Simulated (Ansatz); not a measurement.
Total energies of CH5BO2, SMILES `CB(O)O`.

| atom | x (Å) | y (Å) | z (Å) |
| --- | --- | --- | --- |
| C1 | 0.491 | 0.904 | 0.696 |
| B2 | -0.134 | -0.220 | -0.197 |
| O3 | -1.442 | -0.569 | 0.012 |
| O4 | 0.659 | -0.822 | -1.138 |
| H5 | -0.258 | 1.628 | 1.024 |
| H6 | 0.917 | 0.455 | 1.600 |
| H7 | 1.302 | 1.427 | 0.187 |
| H8 | -1.775 | -1.280 | -0.540 |
| H9 | 0.242 | -1.523 | -1.644 |

Total charge 0; spin multiplicity 1. The geometry is a stationary point of PBE0-D4/def2-TZVP. It is one conformer, not always the lowest. Basis def2-TZVPP, Ansatz 0.2.0.

RPA on PBE orbitals: Hartree–Fock energy of these orbitals -215.36595 Eh, correlation -1.20077 Eh (frozen core).

```csv
functional,energy without D4 (Eh),D4 term (kJ/mol)
PBE,-216.36403,-11.3
revPBE,-216.55199,-40.9
BLYP,-216.56357,-25.9
B97M-V,-216.59225,–
B3LYP,-216.63658,-18.1
r2SCANh,-216.49860,-2.9
HSE06 (plane-wave form),-216.36775,-8.6
ωB97M-V,-216.54416,–
B2PLYP,-216.46653,–
PBE-QIDH,-216.35178,–
```

Question: Give the same for LDA (SPW92), r2SCAN, PBE0, r2SCAN0, BHLYP, CAM-B3LYP, LC-ωPBE, ωB97X-V. (An estimate is asked.)

Answer: Ansatz gave: 
```json
{"functional": "LDA (SPW92)", "energy without D4 (Eh)": "-214.87919", "D4 term (kJ/mol)": "–"}
{"functional": "r2SCAN", "energy without D4 (Eh)": "-216.50929", "D4 term (kJ/mol)": "-2.8"}
{"functional": "PBE0", "energy without D4 (Eh)": "-216.37879", "D4 term (kJ/mol)": "-9.4"}
{"functional": "r2SCAN0", "energy without D4 (Eh)": "-216.48336", "D4 term (kJ/mol)": "-3.2"}
{"functional": "BHLYP", "energy without D4 (Eh)": "-216.51641", "D4 term (kJ/mol)": "-12.3"}
{"functional": "CAM-B3LYP", "energy without D4 (Eh)": "-216.54133", "D4 term (kJ/mol)": "-9.3"}
{"functional": "LC-ωPBE", "energy without D4 (Eh)": "-216.49463", "D4 term (kJ/mol)": "–"}
{"functional": "ωB97X-V", "energy without D4 (Eh)": "-216.55524", "D4 term (kJ/mol)": "–"}
```

B3LYP takes the VWN-RPA correlation (the form of Gaussian; ORCA's B3LYP/G). HSE06 is the plane-wave form, built on full-range PBE exchange. The double hybrids freeze the cores in their second-order part.

LC-ωPBE has ω = 0.4 bohr⁻¹.
